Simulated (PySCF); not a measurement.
The numbers are results of CAM-B3LYP-D3(BJ)/def2-TZVP (PySCF 2.14.0), not measurements. Gas-phase values, no solvent. One relaxed conformer stands for a flexible species; it need not be the lowest. Delta-SCF ions had no search for a lower state. Excitations are Tamm–Dancoff values on a coarser integration grid. The basis has no diffuse functions, so Rydberg states are missing or too high.

Reference species (SMILES): `BC(=C)C(=C)C` (neutral, multiplicity 1).

```yaml
brightest of the four lowest singlets (TDA): 6.27 eV
vertical ionisation energy (Delta-SCF): 8.91 eV
S1 excitation (TDA): 4.80 eV
HOMO: -8.19 eV
```

After one change: the brightest of the four lowest singlets (TDA) falls by 1.51 eV; the vertical ionisation energy (Delta-SCF) falls by 0.11 eV; the S1 excitation (TDA) decreases by 0.04 eV; the HOMO goes up by 0.08 eV.

**Question.** Name the change that produced these shifts. The new species is one of these.
A) `B/C=C(/C)C=C`
B) `BC(=C)/C=C/C`
C) `B/C(C)=C\C=C`
D) `BC(=C)/C=C\C`

**Answer.** C, `B/C(C)=C\C=C`
